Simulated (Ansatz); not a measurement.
# Redistribution: C2H4FI + C2H5I → C2H3FI2 + C2H6

Species: C2H4FI (1-fluoro-2-iodoethane) `FCCI`, singlet; C2H5I `CCI`, singlet; C2H3FI2 `FC(I)CI`, singlet; C2H6 (ethane) `CC`, singlet. The partners trade H for I; both sit on C, so the bond types are kept.

Shapes, held fixed at every level: PBE0-D4/def2-TZVP. Flexible molecules stand in one conformer, not always the lowest. Programs: Ansatz 0.2.0. The zero-point and thermal change to 298 K, harmonic and unscaled (PBE0-D4/def2-TZVP), is -2.4 kJ/mol.

Problem. Estimate ΔH(298 K) of this reaction.

Solution. The highest level, CCSD(T)/def2-TZVPP, gives ΔH(298 K) = +5.5 kJ/mol; the levels span -3.3 to +17.5. They disagree on the sign: 6 of 7 are positive. The column of differences is taken from that level and isn't an error. No measured value is set beside it here. For atoms past krypton def2 sets carry core potentials with scalar relativity. Correlated rows may include outer-core shells of I, which these sets cover unevenly.

```
               level                   kind  ΔH(298 K) (kJ/mol)  less CCSD(T)/def2-TZVPP
         HF/def2-SVP           Hartree–Fock               +17.5                    +12.0
r2SCAN-D4/def2-TZVPP               meta-GGA                -3.3                     -8.8
  PBE0-D4/def2-TZVPP          global hybrid                +0.8                     -4.7
   B2PLYP/def2-TZVPP          double hybrid                +3.9                     -1.6
        MP2/def2-SVP    perturbation theory                +0.5                     -5.0
      MP2/def2-TZVPP    perturbation theory                +3.2                     -2.3
  CCSD(T)/def2-TZVPP  coupled cluster or CI                +5.5                      0.0
```
